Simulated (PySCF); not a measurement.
A PySCF script (with the pyscf-properties extension) for the NMR shieldings of `CS/C(F)=C(/[O-])F`, [C3H3F2OS]-, on a GFN2-xTB, dihedral held geometry:

```python
import basis_set_exchange as bse
import numpy as np
from pyscf import gto, dft
from pyscf.prop import nmr

atoms = """
C    -1.522912   -0.722867   -0.968955
S    -0.706042    0.929302   -0.835451
C     0.941611    0.496408   -0.546961
F     1.718355    0.343008   -1.698726
C     1.579880    0.406803    0.654724
O     2.724397    0.160423    0.979981
F     0.645518    0.593753    1.738842
H    -1.436573   -1.229519   -0.012468
H    -2.565653   -0.552091   -1.218687
H    -1.033384   -1.297743   -1.749598
"""
names = dict.fromkeys(["C", "S", "F", "O", "H"], "pcSseg-1")
basis = {el: gto.basis.parse(bse.get_basis(n, elements=[el], fmt="nwchem")) for el, n in names.items()}
mol = gto.M(atom=atoms, basis=basis, charge=-1, verbose=0)
mf = dft.RKS(mol, xc="PBE0")
mf.grids.level = 2
mf.grids.alignment = dft.numint.BLKSIZE   # the property module wants whole blocks of grid points
mf.conv_tol = 1e-9
mf.kernel()

calc = nmr.RKS(mf)   # GIAO
C = mf.mo_coeff
Co = C[:, mf.mo_occ > 0]
resp = mf.gen_response(singlet=True, hermi=2)
def vind(x):   # induced exchange potential for any number of trial vectors
    d = np.einsum("pi,xij,qj->xpq", C, 2 * x.reshape(-1, C.shape[1], Co.shape[1]), Co, optimize=True)
    return np.einsum("xpq,pi,qj->xij", resp(d - d.transpose(0, 2, 1)), C, Co, optimize=True).ravel()
mo1, _ = nmr.rhf.solve_mo1(calc, with_cphf=vind)
sigma = calc.kernel(mo1)
for i, s in enumerate(sigma):   # ppm
    w = np.linalg.eigvalsh((s + s.T) / 2)
    print("%2d %-2s iso %8.1f  s11 %8.1f  s22 %8.1f  s33 %8.1f" % (i, mol.atom_pure_symbol(i), w.mean(), *w))
```

Task: What are the results?

Result: 
```
 0 C  iso    159.9  s11    128.9  s22    162.8  s33    188.0
 1 S  iso    524.9  s11    346.4  s22    496.3  s33    731.8
 2 C  iso     70.7  s11      8.7  s22     60.8  s33    142.8
 3 F  iso    406.2  s11    285.7  s22    402.5  s33    530.4
 4 C  iso     22.5  s11    -73.5  s22     34.1  s33    106.8
 5 O  iso     54.7  s11   -108.0  s22     21.9  s33    250.2
 6 F  iso    217.5  s11    124.3  s22    146.6  s33    381.7
 7 H  iso     29.8  s11     25.4  s22     29.1  s33     35.0
 8 H  iso     30.9  s11     26.3  s22     27.8  s33     38.6
 9 H  iso     29.7  s11     24.9  s22     28.8  s33     35.2
```

These numbers come from an equivalent density-fitted implementation of the same equations, which agrees with the script to about 0.01 ppm for H and up to a few tenths of a ppm for heavy atoms, so last digits may differ.

The geometry is no minimum: GFN2-xTB, dihedral held.

Size and cost of the density-fitted run: 141 basis functions, 18 s wall time on 1 thread of an Arm Neoverse N1, shared host.
